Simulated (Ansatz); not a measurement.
Input for Ansatz (a first-principles code): R-PBE0/def2-TZVPP on BiH3O (SMILES [OH][BiH2]), a point of a torsion scan. Elements past Kr take the def2 small-core potentials; no spin–orbit coupling.

Ansatz 0.2 input:
```yaml
crystal:
  periodic: [false, false, false]
  atoms:
    - {symbol: O, position_ang: [1.32942201, -0.47067451, -0.08336591]}
    - {symbol: Bi, position_ang: [-0.71313211, -0.06544426, 0.25665798]}
    - {symbol: H, position_ang: [1.85696291, 0.26246144, 0.22527667]}
    - {symbol: H, position_ang: [-0.67130185, -0.80350535, 1.87652271]}
    - {symbol: H, position_ang: [-0.39087606, 1.51131919, 1.02081066]}
basis:
  gaussian:
    orbitals: def2-TZVPP
hamiltonian:
  xc: {name: PBE0}
scf: {lower_state_search: off}
```

It printed:

```
WARN ansatz: RAYON_NUM_THREADS=1 ignored (pool sized by the plan → 1); use --threads N
Functional definition: PBE0
these checks for a lower state are left out or cut short: stability, starts, cluster_reference, orbital_swaps, neighbouring_geometries, increment
integrals: 0.03 GiB planned
733 factors; their error is unknown
mean field: 0.35 GiB planned
mean field evaluation 1: about -7928.7403 eV, gradient 5.8e1 eV
mean field evaluation 2: about -7879.9252 eV, gradient 1.5e2 eV
mean field evaluation 4: about -7934.5353 eV, gradient 8.4e0 eV
mean field evaluation 8: about -7934.6410 eV, gradient 1.2e-1 eV
mean field evaluation 16: about -7934.7191 eV, gradient 2.5e-5 eV
mean field -7934.71906376 eV, -291.5955472473 hartree, gradient 9.7e-6 eV, S^2 0.000000; 0 other end points of the search recorded, 0 dependent functions left out
reference -7934.71909144 eV, -291.5955482647 hartree; 17, 17 occupied and 106, 106 virtual orbitals, 733 factors
Total energy: -7934.71909144 eV, -291.5955482647 hartree
Checks for a lower state left out: stability, starts, cluster_reference, orbital_swaps, neighbouring_geometries, increment
```

The run converged.

Cost: about 2.0 core-seconds (a rough figure).
